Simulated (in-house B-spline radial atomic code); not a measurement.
**Ne VI (Ne5+): [He] 2s2 (2p1/2)1 (an excited or competing configuration)**

All numbers are computed (Dirac-Hartree-Fock, average of the jj configuration; Fermi nucleus of rms radius 3.0055 fm) with a radial B-spline atomic code at the basis-set limit, not measured.

Effective charges: Z_r = [3n² - l(l+1)]/(2<r>) from the radius, Z_e = n√(-2ε) from the energy, and Slater's rules. Values are occupation-weighted means over j.

```tsv
shell	electrons	ε (eV)	<r> (bohr)	Z_r	Z_e	Slater
1s	2	-1057.3	0.1564	9.59	8.82	9.70
2s	2	-172.87	0.7371	8.14	7.13	7.60
2p	1	-158.62	0.661	7.56	6.83	7.60
```

The least bound orbital is 2p1/2 at -158.6 eV, while the most diffuse is 2s1/2 (<r> = 0.7371 bohr against 0.661 bohr): energy order and size order differ.

For the 1s electron the small component carries 0.124 % of the norm, the zero-frequency Breit interaction raises the level by 0.3653 eV, self-energy by 0.1455 eV, and vacuum polarisation lowers it by 0.007791 eV.
